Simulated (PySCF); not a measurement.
Br$_{2}$Sn, triplet, at a GFN2-xTB geometry (such geometries of metal compounds can be far from the true shape) (the spin is typed, not shown lowest) (all electrons, no relativity). Base run: B3LYP/3-21G (PySCF).

The PySCF input:
```python
from pyscf import gto, scf, dft

mol = gto.M(
    atom='''
Sn   -0.025257    0.003540    1.259448
Br    0.858150    1.385748   -0.886661
Br   -0.822069   -1.390805   -0.912550
''',
    basis='3-21g',
    charge=0,
    spin=2,
    verbose=5,
)

mf = dft.UKS(mol)
mf.xc = 'b3lyp'
mf.kernel()
```

Variants of this job, named by their change:

| change | basis functions | E (Eh) | HOMO (eV) | dipole (D) |
|---|---|---|---|---|
| base | 75 | -11122.44497 | -4.48 | 1.45 |
| basis = x2c-SVPall; relativity = spin-free X2C; nucleus = Gaussian (with nucmod='G') | 100 | -11387.60594 | -4.51 | 1.41 |
| basis = ANO-RCC-VDZP; relativity = spin-free X2C; nucleus = Gaussian (with nucmod='G') | 97 | -11389.02209 | -4.66 | 1.66 |
| basis = jorge-DZP-DKH; relativity = spin-free X2C | 134 | -11383.85798 | -4.70 | 2.70 |
| basis = jorge-DZP-DKH; relativity = none | 134 | -11098.31090 | -4.81 | 2.35 |
| basis = x2c-SVPall; relativity = none | 100 | -11010.70426 | -5.96 | 3.68 |
| basis = jorge-DZP-DKH; relativity = spin-free X2C; nucleus = Gaussian (with nucmod='G') | 134 | -11383.67830 | -4.70 | 2.70 |
| basis = x2c-SVPall; relativity = spin-free X2C | 100 | -11387.76384 | -4.51 | 1.41 |
| basis = ANO-RCC-VDZP; relativity = spin-free X2C | 97 | -11389.23218 | -4.66 | 1.66 |
| basis = ANO-RCC-VDZP; relativity = none | 97 | -10958.83665 | -5.22 | 0.06 |

Totals shift with the method and basis; they matter in differences.

Open shells are given as the SCF converged; they aren't shown to be the lowest states, and a large step between rows can be another state.

Basis sets contracted for a relativistic Hamiltonian are a mismatch without it, so the rows without relativity aren't non-relativistic limits. No row has spin-orbit coupling; sets with core potentials leave out the core electrons.
